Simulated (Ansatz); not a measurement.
Reaction (homolysis of the H–Si bond): `[SiH]Br` → H• + `[Si]Br`•

Gas-phase electronic energies from Ansatz, PBE0-D4/def2-TZVP geometries. CBS: MP2 limit from def2 TZ/QZ plus the TZ coupled-cluster correction, frozen cores. This one scheme is used for every species, atoms too. Functionals use def2-TZVPP. B3LYP here is the variant with VWN-RPA as its local correlation; programs differ in this. No spin–orbit coupling; open shells (•) take unrestricted orbitals. Bonds to Br are less sure, by a few kJ/mol each and by 10 to 20 or more in all where they break to atoms, as the def2 sets lack core-valence functions. Scalar relativity is left out up to krypton.

```
           level  ΔE (eV)
     LDA (SPW92)     3.53
          B97M-V     3.34
      r2SCANh-D4     3.16
            BLYP     3.19
           B3LYP     3.25
     HF/def2-SVP     2.38
CCSD(T)/def2-SVP     3.12
  CCSD/CBS(def2)     3.34
```

Question: What does CCSD(T)/CBS give? (Estimate.)

Answer: Computed: +3.35 eV. The listed levels differ from it by 0.18, -0.01, -0.19, -0.16, -0.10, -0.97, -0.23, -0.01 eV.

Largest T1 diagnostic among the species: 0.014.

At CCSD(T), def2-SVP lies −0.23 eV from the extrapolated value and def2-TZVPP −0.08 eV: correlation converges slowly with the basis, and small sets miss more of it in the bonded molecule than in its fragments. In def2-TZVPP, CCSD(T) changes the Hartree–Fock value by +0.86 eV (the triples alone add +0.01 eV) and MP2 by +0.76 eV; breaking electron pairs costs correlation energy, which Hartree–Fock lacks.
